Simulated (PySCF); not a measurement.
This PySCF input asks for the NMR shieldings of terephthaloyl chloride (C1(C(=O)Cl)=CC=C(C(=O)Cl)C=C1, C$_{8}$H$_{4}$Cl$_{2}$O$_{2}$); the geometry comes from GFN2-xTB.

```python
import basis_set_exchange as bse
import numpy as np
from pyscf import gto, dft
from pyscf.prop import nmr

atoms = """
O     3.475304   -0.910269   -0.745544
C     2.856365   -0.090497   -0.146528
Cl    3.726440    1.175911    0.726267
C     1.390741   -0.005461   -0.044084
C     0.721120    0.984845    0.674114
C    -0.657413    0.988585    0.715540
C    -1.391632    0.006409    0.043006
C    -2.857229    0.091573    0.145110
O    -3.476448    0.912790    0.741848
Cl   -3.727074   -1.177160   -0.724801
C    -0.722065   -0.983654   -0.675575
C     0.656485   -0.987306   -0.717126
H     1.281273    1.744763    1.194953
H    -1.190378    1.748334    1.266802
H    -1.282532   -1.743082   -1.196745
H     1.189445   -1.746838   -1.268647
"""
names = dict.fromkeys(["O", "C", "Cl", "H"], "pcSseg-1")
basis = {el: gto.basis.parse(bse.get_basis(n, elements=[el], fmt="nwchem")) for el, n in names.items()}
mol = gto.M(atom=atoms, basis=basis, charge=0, verbose=0)
mf = dft.RKS(mol, xc="PBE0")
mf.grids.level = 2
mf.grids.alignment = dft.numint.BLKSIZE   # the property module wants whole blocks of grid points
mf.conv_tol = 1e-9
mf.kernel()

calc = nmr.RKS(mf)   # GIAO
C = mf.mo_coeff
Co = C[:, mf.mo_occ > 0]
resp = mf.gen_response(singlet=True, hermi=2)
def vind(x):   # induced exchange potential for any number of trial vectors
    d = np.einsum("pi,xij,qj->xpq", C, 2 * x.reshape(-1, C.shape[1], Co.shape[1]), Co, optimize=True)
    return np.einsum("xpq,pi,qj->xij", resp(d - d.transpose(0, 2, 1)), C, Co, optimize=True).ravel()
mo1, _ = nmr.rhf.solve_mo1(calc, with_cphf=vind)
sigma = calc.kernel(mo1)
for i, s in enumerate(sigma):   # ppm
    w = np.linalg.eigvalsh((s + s.T) / 2)
    print("%2d %-2s iso %8.1f  s11 %8.1f  s22 %8.1f  s33 %8.1f" % (i, mol.atom_pure_symbol(i), w.mean(), *w))
```

Problem. Give the expected output.

Solution. 
```
 0 O  iso   -248.2  s11   -660.6  s22   -353.3  s33    269.4
 1 C  iso     10.3  s11    -88.1  s22     43.6  s33     75.2
 2 Cl iso    529.7  s11    115.6  s22    536.0  s33    937.6
 3 C  iso     45.4  s11    -48.9  s22     34.3  s33    150.9
 4 C  iso     46.5  s11    -50.3  s22     17.5  s33    172.4
 5 C  iso     49.0  s11    -56.1  s22     23.3  s33    180.0
 6 C  iso     45.4  s11    -48.9  s22     34.3  s33    150.9
 7 C  iso     10.3  s11    -88.1  s22     43.6  s33     75.3
 8 O  iso   -248.1  s11   -660.5  s22   -353.3  s33    269.3
 9 Cl iso    529.7  s11    115.5  s22    535.9  s33    937.6
10 C  iso     46.5  s11    -50.3  s22     17.5  s33    172.4
11 C  iso     49.0  s11    -56.1  s22     23.2  s33    180.0
12 H  iso     22.9  s11     17.7  s22     21.7  s33     29.3
13 H  iso     23.1  s11     18.4  s22     23.1  s33     27.7
14 H  iso     22.9  s11     17.7  s22     21.7  s33     29.3
15 H  iso     23.1  s11     18.4  s22     23.1  s33     27.7
```

These numbers come from an equivalent density-fitted implementation of the same equations, which agrees with the script to about 0.01 ppm for H and up to a few tenths of a ppm for heavy atoms, so last digits may differ.

Problem. Turn these shieldings into chemical shifts. Referencing at the same level of theory: $^{17}$O (336.08 ppm) against H2O; $^{13}$C (186.93 ppm), $^{1}$H (31.72 ppm) vs TMS; $^{35}$Cl (949.78 ppm) against HCl.

Solution. Averaging equivalent atoms: O 0/8: 584.2; C 1/7: 176.7; C 3/6: 141.5; C 4/5/10/11: 139.1; Cl 2/9: 420; H 12/13/14/15: 8.73 ppm. Unscaled 17O shifts of doubly bonded oxygen tend to come out too high, by tens of ppm or more. Experimental scales use liquid or dissolved standards, which lie at an offset from isolated H2O (liquid H2O: subtract about 36 ppm).

Size and cost of the density-fitted run: 238 basis functions, of the order of 2.6 core-minutes.
